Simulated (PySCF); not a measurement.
**Radial density of Os²⁺ (osmium, charge +2)**

M06-L, [Xe] 4f14 5d6, high-spin 5D determinant. All numbers are calculated (PySCF 2.14, a scalar-relativistic core potential, in def2-SVP with the def2 core potential (60 electrons)). This is the valence pseudo-density: the core potential removes the inner electrons and smooths the orbitals near the nucleus.

```json
{"r (bohr)": "0.116", "4πr²ρ (e/bohr)": "1.386e-05", "4πr²(ρα − ρβ)": "0.0000"}
{"r (bohr)": "0.195", "4πr²ρ (e/bohr)": "9.214e-05", "4πr²(ρα − ρβ)": "0.0000"}
{"r (bohr)": "0.328", "4πr²ρ (e/bohr)": "0.009705", "4πr²(ρα − ρβ)": "0.0021"}
{"r (bohr)": "0.551", "4πr²ρ (e/bohr)": "1.476", "4πr²(ρα − ρβ)": "0.1233"}
{"r (bohr)": "0.927", "4πr²ρ (e/bohr)": "12.33", "4πr²(ρα − ρβ)": "1.7883"}
{"r (bohr)": "1.56", "4πr²ρ (e/bohr)": "7.566", "4πr²(ρα − ρβ)": "2.7648"}
{"r (bohr)": "2.62", "4πr²ρ (e/bohr)": "1.073", "4πr²(ρα − ρβ)": "0.6166"}
{"r (bohr)": "4.41", "4πr²ρ (e/bohr)": "0.03654", "4πr²(ρα − ρβ)": "0.0155"}
{"r (bohr)": "7.42", "4πr²ρ (e/bohr)": "2.492e-05", "4πr²(ρα − ρβ)": "0.0000"}
```

Energies and moments cover only the electrons outside the core potential. Spin-orbit coupling, absent here, splits the open shell strongly.
